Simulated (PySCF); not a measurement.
## Spinor energies of Tc²⁺ (technetium, charge +2)

Start: [Kr] 4d4 5s1; 4d5/2 filled at m_j = -1/2, +1/2, +3/2, +5/2; 5s1/2 filled at m_j = +1/2. Calculated with PySCF 2.14 in x2c-SVPall-2c with one added diffuse shell each of s, p, d type (7s9p7d1f, 76 functions): generalised Hartree-Fock with the X2C-1e Hamiltonian and a Gaussian nucleus; one run each with spin-orbit coupling (SO) switched off, then screened by Boettger's factors. This is a chosen level, not necessarily the ground level.

```csv
spinor shell,electrons,"ε, spin-free (eV)","ε, screened SO (eV)",weight of nominal j (screened SO),"rms radius, screened SO (bohr)"
1s1/2,2,-21176.7,-21175.6,1.000,0.0394
2s1/2,2,-3116.3,-3116.0,1.000,0.162
2p1/2,2,-2785.3,-2867.1,1.000,0.141
2p3/2,4,-2785.3,-2747.1,1.000,0.145
3s1/2,2,-593.99,-593.95,1.000,0.441
3p1/2,2,-482.17,-496.38,1.000,0.439
3p3/2,4,-482.17,-475.51,1.000,0.450
3d3/2,4,-301.27,-303.65,0.969,0.434
3d5/2,6,-301.27,-299.67,0.979,0.437
4s1/2,2,-110.78,-110.79,1.000,1.13
4p1/2,2,-76.780,-81.236,0.690,1.24
4d5/2,4,-34.020,-33.994,0.667,1.67
5s1/2,1,-22.941,-22.944,1.000,3.18
```

Where does 4p3/2 lie, and what is the 4p spin-orbit splitting (screened SO)?

At -74.641 eV, 6.595 eV above 4p1/2.

```tsv
quantity	spin-free	screened SO
E (hartree)	-4281.44409	-4281.96917
M_J	9/2	9/2
⟨J²⟩	24.756	24.757
⟨L²⟩	6.005	6.058
⟨S²⟩	8.751	8.726
```

Each row is a mean over spinors that exchange with the open shell spreads, by up to 9.869 eV (4p3/2).

Rows whose weight is well below 1 are mixtures of j = l ± 1/2: exchange outweighs spin-orbit coupling there, and the label is only the starting occupation.

Breit and QED terms are absent; they matter most for the inner s and p1/2 levels.

Densities and radii are taken from the X2C orbitals without a picture-change correction, which distorts them close to the nucleus.

Without spin-orbit coupling the j labels of p, d and f shells carry no meaning; the spin-free column gives the mean over the occupied spinors of each nl shell.
